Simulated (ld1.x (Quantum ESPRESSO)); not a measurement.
## tin, PAW: configuration errors across variants

ld1.x (Quantum ESPRESSO) 7.5 input, shortened:

```
&input
   title='Sn', zed=50., rel=1, dft='PBE', iswitch=3,
   config='[Kr] 4d10 5s1 5p0'
 /
 &inputp
   pseudotype=3, lpaw=.true., tm=.true., lloc=-1, rcloc=1.95,
   nlcc=.true., new_core_ps=.true., rcore=1.65,
   which_augfun='PSQ', rmatch_augfun=1.80
 /
4
5S  1  0   1.00   0.00  2.05  2.15  0.0
5S  1  0   0.00   0.75  2.05  2.15  0.0
5P  2  1   0.00   0.00  1.70  1.90  0.0
5P  2  1   0.00   2.10  1.70  1.90  0.0
 &test
   configts(1)='5s1 5p0'
 /
```

All-electron excitation energies from the reference (eV): (1) 5s2 5p2 -51.798; (2) 5s2 5p1 -44.924; (3) 5s2 5p0 -30.971.

3 further variants failed, have other tests or another functional or relativity, and are left out.

Errors AE − PS in meV (a dash: test not solved or not reliable):

```tsv
change	(1)	(2)	(3)	bound ghosts
base	-324	-247	-119	none
local potential all-electron potential smoothed inside 2.26 bohr (lloc = -1)	-325	-248	-120	none
waves 5p (bound): rcut 1.70, rcutus 1.96 bohr; 5p channel at 2.1 Ry: rcut 1.70, rcutus 1.96 bohr	-326	-248	-119	none
```

Task: Give the same row for: core correction a·sin(br)/r model core, default radius (ld1.x builds one for every PAW set, though the input has nlcc=.false.).

Result: +303, +118, -43; bound ghosts: none.
